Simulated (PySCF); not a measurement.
These compounds are isomers of formula C3H7N2PSi.

A. `InChI=1S/C3H7N2PSi/c1-5-2-6-3(7)4-5/h2H,1,7H3`
B. `C=N[Si@](C#C)(N)P`
C. `[SiH3]n1nc(C)pc1`

Spectrum 1. ¹H NMR (500 MHz, computed): δ 8.91 (m, 1H), 5.18 (s, 3H), 2.94 (m, 3H). ¹³C{¹H} NMR (computed): δ 184.9 (C), 175.2 (CH), 20.9 (CH3).

Spectrum 2. ¹H NMR (500 MHz, computed): δ 8.82 (m, 1H), 8.76 (m, 1H), 2.07 (s, 1H), 1.21 (m, 2H), 0.85 (br s, 2H). ¹³C{¹H} NMR (computed): δ 175.0 (CH2), 102.6 (CH), 88.9 (C).

Spectrum 3. ¹H NMR (500 MHz, computed): δ 8.84 (m, 1H), 4.71 (m, 3H), 4.32 (s, 3H). ¹³C{¹H} NMR (computed): δ 172.8 (C), 165.2 (CH), 41.6 (CH3).

Fast rotation and ring inversion assumed for equivalent nuclei, one conformer, relativity neglected, in vacuum. Geometry: GFN2-xTB; σ from GIAO-PBE0/pcSseg-1; PySCF.

Scale: TMS for ¹H (31.72 ppm) and ¹³C (186.93 ppm) (reference shieldings calculated alike). Splittings of carbon signals by F and P are missing where no couplings were computed. Where no couplings were computed, multiplicities follow the n + 1 count of equivalent neighbours, and m marks all less simple cases (inequivalent or close neighbours, rings, F or P nearby). Shifts are as computed. Against solution values, carbons near 30 ppm lie about +3 ppm off and those near 130 ppm about +5 ppm. Of 1309 compounds with measured shifts, 239 miss one by over three times the rms of a fit or turn the order of signals round; such compounds aren't used in these exercises. OH and NH positions are gas-phase values without hydrogen bonding to other molecules.

Which spectrum belongs to which compound?

Results:

1–C, 2–B, 3–A.

- Spectrum 1 (C): 3 ¹³C signals; δC 175.2 is an aromatic CH next to a ring nitrogen; δC 20.9 is a methyl carbon on an aromatic ring.
- Spectrum 2 (B): 3 ¹³C signals; δC 102.6 is a terminal alkyne carbon; δC 88.9 is an alkyne carbon.
- Spectrum 3 (A): 3 ¹³C signals; δC 165.2 is an aromatic CH next to a ring nitrogen; δC 41.6 is a methyl carbon bonded to N.
